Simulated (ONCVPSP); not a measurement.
## Which change was made? (W, ONCV)

tungsten (W), optimised norm-conserving Vanderbilt (ONCV), made with ONCVPSP 4.0.1 (LDA (Perdew-Wang 92), scalar-relativistic). Core [Kr] 4d10 4f14, reference 5s2 5p6 5d4 6s2. Waves: 5s+6s: rc 1.80 bohr, ncon 4, nbas 7, qcut 7.5 1/bohr, 2 projectors; 5p: rc 1.75 bohr, ncon 5, nbas 9, qcut 8.3 1/bohr, 2 projectors, debl 3 Ha; 5d: rc 2.25 bohr, ncon 4, nbas 8, qcut 7.3 1/bohr, 2 projectors, debl 0.6 Ha. Local part: polynomial inside 1.55 bohr (lpopt 5, dvloc0 0 Ha). Core correction: none.

Cutoffs, loose and tight: the cutoffs (Ha) at which the residual kinetic energy of the hardest occupied pseudo-wave falls to 1 and 0.1 mHa per electron. They do not see the model core or the augmentation charge, which bear on the density cutoff. Test errors are all-electron minus pseudo excitation energies from the reference, over the configurations 5s2 5p6 5d4 6s1; 5s2 5p6 5d4 6s0; 5s2 5p6 5d3 6s0; 5s2 5p6 5d4 6s0 6p2; variants that change the core or the reference have their own tests.

The base gives: outcome: generated; cutoff, loose: 25 Ha; cutoff, tight: 29 Ha; bound ghosts: none; GHOST(+) flags above zero: s; largest test error (meV): -14.

(1) After one change the result is: outcome: generated; cutoff, loose: 18 Ha; cutoff, tight: 74 Ha; bound ghosts: none; GHOST(+) flags above zero: s; largest test error (meV): -13. Which change was it?
A. d: rc 3.18
B. p: qcut 5.4
C. reference 5s2 5p6 5d4 6s0.5
D. p: qcut 10.8

## Answers

(1) B. The others give: p: qcut 10.8 → outcome: generated; cutoff, loose: 35 Ha; cutoff, tight: 42 Ha; bound ghosts: none; GHOST(+) flags above zero: s; largest test error (meV): -14 | reference 5s2 5p6 5d4 6s0.5 → outcome: generated; cutoff, loose: 25 Ha; cutoff, tight: 29 Ha; bound ghosts: none; GHOST(+) flags above zero: s; largest test error (meV): +6.5 | d: rc 3.18 → outcome: generated; cutoff, loose: 25 Ha; cutoff, tight: 29 Ha; bound ghosts: none; GHOST(+) flags above zero: s; largest test error (meV): -8.4.
